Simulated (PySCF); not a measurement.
# Worked example: dipole moment from atomic charges

BF₃H₃N, SMILES [NH3+][B-](F)(F)F. Atoms are numbered in the order given.

```xyz
8

B      0.0000     0.0000    -0.2227
F      1.1595     0.6694    -0.5466
F     -1.1595     0.6694    -0.5466
F      0.0000    -1.3388    -0.5466
N      0.0000     0.0000     1.4791
H      0.0000     0.9644     1.8395
H     -0.8352    -0.4822     1.8395
H      0.8352    -0.4822     1.8395
```
Charge 0, spin multiplicity 1.

Coordinates come from a PBE-D3(BJ)/def2-SVP optimisation.

Charges (e) from CAM-B3LYP/def2-TZVP run with PySCF:

```tsv
atom	ESP fit	Mulliken
B1	0.996	0.566
F2	-0.425	-0.316
F3	-0.425	-0.316
F4	-0.424	-0.316
N5	-0.847	-0.475
H6	0.374	0.286
H7	0.375	0.286
H8	0.375	0.286
```

The dipole moment of the full density is 6.17 D.

**Question.** What dipole moment does each set of point charges give, and which comes closer to that of the density?

**Answer.** 
μ = Σ q r, and 1 e Å = 4.8032 D.
ESP fit: Σ q r = (0.000, -0.002, 1.289) e Å, |μ| = 6.19 D.
Mulliken: Σ q r = (0.000, 0.000, 1.268) e Å, |μ| = 6.09 D.
ESP fit comes closer in size. Point charges leave out the atoms' own dipoles (lone pairs, polarised bonds); fits to the potential absorb them, partitions of the density don't.
